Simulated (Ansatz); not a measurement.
Two isomers of C2H5FO2Si: A = `O=COC(F)[SiH3]`, B = `C=C[Si](O)(O)F`.

Program: Ansatz. Geometries: PBE0-D4/def2-TZVP. ΔE: electronic, gas phase. CBS: MP2 limit from def2 TZ/QZ plus the TZ coupled-cluster correction, frozen cores. Functionals use def2-TZVPP. B3LYP here is the variant with VWN-RPA as its local correlation; programs differ in this. Each species was taken in one conformer, which may not be the lowest.

A:

```xyz
11

O    -0.775    2.200   -1.353
C    -1.396    1.212   -1.125
O    -0.916    0.087   -0.549
C     0.460    0.071   -0.237
F     1.144   -0.378   -1.344
Si    0.735   -1.125    1.228
H    -2.464    1.066   -1.338
H     0.797    1.095   -0.048
H     2.191   -1.183    1.504
H     0.213   -2.462    0.858
H     0.010   -0.583    2.404
```

B:

```xyz
11

C    -0.538   -1.741   -0.582
C    -0.134   -0.543   -0.995
Si    0.184    0.841    0.171
O    -0.148    0.464    1.725
O     1.742    1.275    0.044
F    -0.758    2.073   -0.223
H    -0.689   -1.958    0.471
H    -0.727   -2.558   -1.274
H     0.010   -0.381   -2.061
H    -1.037    0.632    2.042
H     2.096    1.897    0.681
```

**Question.** Which is lower in electronic energy at CCSD(T)/CBS, and by how much? (An estimate is asked.)

**Answer.** Computed: B, by 127.7 kcal/mol.

**Question.** Give E(B) − E(A) in kcal/mol with HF/def2-TZVPP, CCSD(T)/def2-TZVPP, B3LYP, B3LYP-D4, ωB97M-V, MP2/def2-TZVPP, B2PLYP. (Best estimate.)

**Answer.** The calculation gave: HF/def2-TZVPP -124.7, CCSD(T)/def2-TZVPP -123.6, B3LYP -118.6, B3LYP-D4 -119.6, ωB97M-V -122.0, MP2/def2-TZVPP -128.7, B2PLYP -122.3. None reverses the order clearly.

Largest T1 diagnostic: 0.015.

The D4 term adds −1.1 kcal/mol with B3LYP and −0.5 kcal/mol with PBE0; it sums over pairs of atoms, weighted by their polarisabilities, and B3LYP, whose exchange is more repulsive, gets the larger term. From PBE to PBE0 (25 % exact exchange), in def2-TZVPP and without D4, E(B) − E(A) moves by −6.3 kcal/mol.
